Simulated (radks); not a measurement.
Question: Re5+, 70 electrons, occupied as [Xe] 4f14 5d1 7p1 (not the ground configuration). Calculated with a radial shooting solver on a logarithmic mesh with Libxc functionals: Dirac Kohn-Sham, BLYP, spin-unpolarised, spherical densities, finite nucleus; open shells are shared between the two j in proportion to 2j + 1; Fermi nuclear charge, rms radius 5.3698 fm. Some entries of the table are withheld. Estimate them.

orbital,occ.,eigenvalue (eV),<1/r> (bohr^-1)
1s1/2,2,-71610.82,88.71
2s1/2,2,-12467.25,21.63
2p1/2,2,-11935.75,21.60
2p3/2,4,-10495.69,18.04
3s1/2,2,-2940.400,7.942
3p1/2,2,-2702.475,7.859
3p3/2,4,-2389.731,6.936
3d3/2,4,-1989.000,6.832
3d5/2,6,-1921.093,6.615
4s1/2,2,-669.2610,3.343
4p1/2,2,-569.8859,(1)
4p3/2,4,-496.8805,(2)
4d3/2,4,(3),(4)
4d5/2,6,(5),(6)
5s1/2,2,-154.0234,1.330
5p1/2,2,-123.0862,(7)
4f5/2,6,-114.0617,2.190
4f7/2,8,-111.5287,2.159
5p3/2,4,-111.1292,(8)
5d3/2,0.4,-68.0228,(9)
5d5/2,0.6,-66.5404,(10)
7p1/2,0.333333,-25.7180,0.2990
7p3/2,0.666667,-24.7020,0.2908

Answer: 
(1) 4p1/2 <1/r> (bohr^-1): 3.233
(2) 4p3/2 <1/r> (bohr^-1): 2.912
(3) 4d3/2 eigenvalue (eV): -333.4627
(4) 4d3/2 <1/r> (bohr^-1): 2.699
(5) 4d5/2 eigenvalue (eV): -319.9704
(6) 4d5/2 <1/r> (bohr^-1): 2.623
(7) 5p1/2 <1/r> (bohr^-1): 1.214
(8) 5p3/2 <1/r> (bohr^-1): 1.110
(9) 5d3/2 <1/r> (bohr^-1): 0.8750
(10) 5d5/2 <1/r> (bohr^-1): 0.8550
